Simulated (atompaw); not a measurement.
## zirconium (Zr): PAW (atompaw) pseudisation with PBEsol, scalar-relativistic reference atom.

- Element: Zr
- Generator: atompaw 4.2.0.5
- Type: PAW
- Functional: PBEsol
- Relativity: scalar-relativistic
- Frozen core: [Kr]
- Valence charge: 4
- Reference configuration: 4d2 5s1.5 5p0.5
- Partial waves: 5s (bound): rc 3.00 bohr; 5s channel at 1.3 Ry: rc 3.00 bohr; 5p (bound): rc 3.00 bohr; 5p channel at 0.25 Ry: rc 3.00 bohr; 4d (bound): rc 3.00 bohr; 4d channel at 0.2 Ry: rc 3.00 bohr
- Local potential: vpsmatchnc scheme with l = 3 at 0 Ry, radius 2.60 bohr
- Core correction: smooth core density matched at 2.95 bohr
- Augmentation charge: sinc compensation charge, radius 2.30 bohr; PAW radius 3.00 bohr; waves and projectors: custom polynom2 7 10 vanderbiltortho

* Cutoffs needed: 12 Ry and 30 Ry (the cutoffs (Ry, on a coarse ladder) from which the occupation-weighted sum of valence levels, in a spherical-Bessel basis at the reference potential, stays within 10 and 1 mRy of its value at 400 Ry)
* Ghost test: ghost states, extra bound levels that the all-electron valence spectrum of the same l lacks: s at -91.7 eV, p at -24.9 eV; a true bound ghost makes a file unfit for plane-wave use (spherical-Bessel basis up to 400 Ry, 20 bohr box)
* Lowest eigenvalue of the overlap operator: 0.45 (s channel)
* Overlap eigenvalues printed by atompaw (projector basis): 0.0163, 0.431, 1.23, 32.5, 2.88e+03, 2.58e+04
* Share of each valence orbital outside the PAW sphere: 5s 67 %, 5p 88 %, 4d 21 %
